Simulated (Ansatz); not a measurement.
Gas-phase reaction R1 + R2 + 2 R3 → 3 P1 + P2, each structure at its B3LYP-D3(BJ)/def2-TZVP stationary point, reached from a drawn start (curvature not checked).
P1, H2 (SMILES [H][H]) (charge 0, multiplicity 1):
| atom | x (Å) | y (Å) | z (Å) |
|---|---|---|---|
| H | 0.0000 | 0.0000 | 0.3720 |
| H | 0.0000 | 0.0000 | -0.3720 |
R1: H2O (SMILES O), charge 0, multiplicity 1.
R2: HCl (SMILES Cl), charge 0, multiplicity 1.
R3: SiH4 (SMILES [SiH4]), charge 0, multiplicity 1.
P2: ClH5OSi2 (SMILES [SiH3]O[SiH2]Cl), charge 0, multiplicity 1.

P less R. No zero-point or thermal terms. One arrangement of each flexible species, with no search for the lowest.

Frozen-core correlation throughout.

Codes used: Ansatz (Gaussian basis) for Hartree–Fock, density functionals and correlated methods. Each number belongs to the level named beside it.

Total energies in hartree:

| structure | PBE/def2-TZVPP | r2SCAN/def2-TZVPP | CCSD(T)/cc-pV(Q+d)Z |
|---|---|---|---|
| P1 | -1.166122 | -1.171285 | -1.173794 |
| R1 | -76.380147 | -76.423173 | -76.359711 |
| R2 | -460.627412 | -460.785863 | -460.363836 |
| R3 | -291.721620 | -291.854203 | -291.452235 |
| P2 | -1117.031024 | -1117.495604 | -1116.198138 |

Question: Work out the reaction energy at each level in kcal/mol (1 hartree = 627.50947 kcal/mol), and say how far PBE/def2-TZVPP lies from CCSD(T)/cc-pV(Q+d)Z.

Answer: 
- PBE/def2-TZVPP: 3 × (-1.166122) + (-1117.031024) − (-76.380147) − (-460.627412) − 2 × (-291.721620) = -0.078591 hartree = -49.32 kcal/mol
- r2SCAN/def2-TZVPP: 3 × (-1.171285) + (-1117.495604) − (-76.423173) − (-460.785863) − 2 × (-291.854203) = -0.092017 hartree = -57.74 kcal/mol
- CCSD(T)/cc-pV(Q+d)Z: 3 × (-1.173794) + (-1116.198138) − (-76.359711) − (-460.363836) − 2 × (-291.452235) = -0.091503 hartree = -57.42 kcal/mol
PBE/def2-TZVPP less CCSD(T)/cc-pV(Q+d)Z: 8.10 kcal/mol. CCSD(T)/cc-pV(Q+d)Z is the level counted from, the highest shown, and no exact or measured value.

Ansatz is a first-principles code.
